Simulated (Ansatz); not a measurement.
Relaxation of AlClH₆N₂ (10 atoms, charge 0, multiplicity 1), to a largest force component of 0.03 eV/Å in at most 50 steps.

The calculation used RKS B3LYP-D4/def2-SVP (Ansatz 0.2.0).

```xyz
10
Properties=species:S:1:pos:R:3
Al 0.007 0.665 -0.550
Cl 0.081 0.351 2.864
N 1.564 -0.054 -0.999
H 1.700 -0.900 -1.543
H 2.462 0.285 -0.668
N -1.555 -0.009 -1.057
H -1.715 -0.911 -1.493
H -2.443 0.455 -0.894
H 0.008 2.015 0.251
H 0.047 1.368 1.994
```

Problem. Where does it end, and by what steps?

Solution. The forces met the threshold. After 6 steps the energy has fallen by 0.023 eV; H7 moved furthest, 0.08 Å.

| step | energy less start (eV) | largest force component (eV/Å) | accepted |
| --- | --- | --- | --- |
| 0 | 0.0000 | 0.725 | yes |
| 1 | -0.0086 | 0.200 | yes |
| 2 | -0.0176 | 0.238 | yes |
| 3 | -0.0199 | 0.249 | yes |
| 4 | -0.0209 | 0.219 | yes |
| 5 | -0.0229 | 0.036 | yes |
| 6 | -0.0230 | 0.007 | yes |

```xyz
10
Properties=species:S:1:pos:R:3
Al 0.016 0.665 -0.555
Cl 0.029 0.378 2.884
N 1.564 -0.067 -1.018
H 1.689 -0.939 -1.523
H 2.469 0.300 -0.743
N -1.545 -0.007 -1.062
H -1.691 -0.879 -1.560
H -2.442 0.409 -0.832
H 0.031 2.028 0.262
H 0.034 1.378 2.052
```

Whether the end is a true minimum wasn't checked by a vibrational analysis.

Run time: 15 s on 2 threads of Arm Neoverse V2, on a shared host, peak memory 0.19 GiB.
